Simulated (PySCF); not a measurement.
Species: [IrCl6]3- (charge -3 and singlet state).
Cartesian coordinates in Å at the PBE0-D3(BJ)/def2-SVP level; atoms count from 1:
```xyz
7
IrCl6 angstrom
Ir     0.0133   -0.0148   -0.0096
Cl    -0.0028   -0.0258    2.4227
Cl     0.0270   -0.0034   -2.4418
Cl     2.4456    0.0081    0.0030
Cl    -2.4189   -0.0367   -0.0246
Cl    -0.0079    2.4175    0.0009
Cl     0.0355   -2.4470   -0.0193
```

Method used: PBE0-D3(BJ)/def2-SVP geometry optimisation, gas phase, def2 core potentials past Kr (PySCF 2.14.0).

(1) Which atoms are bound to Ir1, and at what distances?

(2) List the angles at Ir1.

(3) What is the shape at Ir1?

(4) What are the rotational constants (commonest isotopes, rigid rotor)?

Answers

(1) 6 atoms: Cl3 2.432 Å, Cl6 2.432 Å, Cl7 2.432 Å, Cl5 2.432 Å, Cl2 2.432 Å, Cl4 2.432 Å.

(2) 
| angle | degrees | distance of the outer atoms (Å) |
| --- | --- | --- |
| Cl6–Ir1–Cl7 | 180.0 | 4.86 |
| Cl2–Ir1–Cl3 | 179.9 | 4.86 |
| Cl4–Ir1–Cl5 | 179.9 | 4.86 |
| Cl2–Ir1–Cl4 | 90.1 | 3.44 |
| Cl3–Ir1–Cl7 | 90.0 | 3.44 |
| Cl5–Ir1–Cl6 | 90.0 | 3.44 |
| Cl4–Ir1–Cl7 | 90.0 | 3.44 |
| Cl2–Ir1–Cl6 | 90.0 | 3.44 |
| Cl5–Ir1–Cl7 | 90.0 | 3.44 |
| Cl3–Ir1–Cl6 | 90.0 | 3.44 |
| Cl3–Ir1–Cl5 | 90.0 | 3.44 |
| Cl3–Ir1–Cl4 | 90.0 | 3.44 |
| Cl2–Ir1–Cl7 | 90.0 | 3.44 |
| Cl2–Ir1–Cl5 | 90.0 | 3.44 |
| Cl4–Ir1–Cl6 | 90.0 | 3.44 |

(3) Octahedral: the three widest angles are 180.0°, 179.9° and 179.9°, the others run from 90.0° to 90.1°.

(4) A = 610.9, B = 610.6, C = 610.5 MHz: a spherical top.

Point group: Oh (tolerance 0.08 Å). Charge -3, singlet. Whether so highly charged an anion holds all its electrons in the gas phase wasn't checked; a finite basis holds them in any case. No counter-ion or solvent screens the charge of this multiply charged ion. The geometry's basis has no diffuse functions, a weakness for an anion. Stationary, but not proved a minimum.
